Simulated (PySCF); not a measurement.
hexafluorodisilane (F6Si2), SMILES F[Si]([Si](F)(F)F)(F)F. Heavy atoms are numbered as in [F:1][Si:2]([F:3])([F:4])[Si:5]([F:6])([F:7])[F:8].

Coordinates come from a PBE-D3(BJ)/def2-SVP optimisation. One conformer was computed; it need not be the lowest.

The numbers are results of PySCF with r2SCAN/def2-TZVP, not measurements.

ESP charges are fitted to the potential on shells at 1.4 to 2.0 van der Waals radii. Atomic charges (e), one atom of each kind:

```csv
atom,meta-Löwdin,Mulliken,ESP fit
F1,-0.47,-0.29,-0.18
Si2,1.42,0.86,0.54
```

Question: Give the Mayer and Wiberg (Löwdin basis) orders of the bonds. (An estimate is asked for; the answer gives what the named calculation found.)

Answer: 
```
bond     Mayer  Wiberg
-------  -----  ------
F1–Si2    1.14    1.73
Si2–F3    1.14    1.73
Si2–F4    1.14    1.73
Si2–Si5   0.89    0.94
Si5–F6    1.14    1.73
Si5–F7    1.14    1.73
Si5–F8    1.14    1.73
```
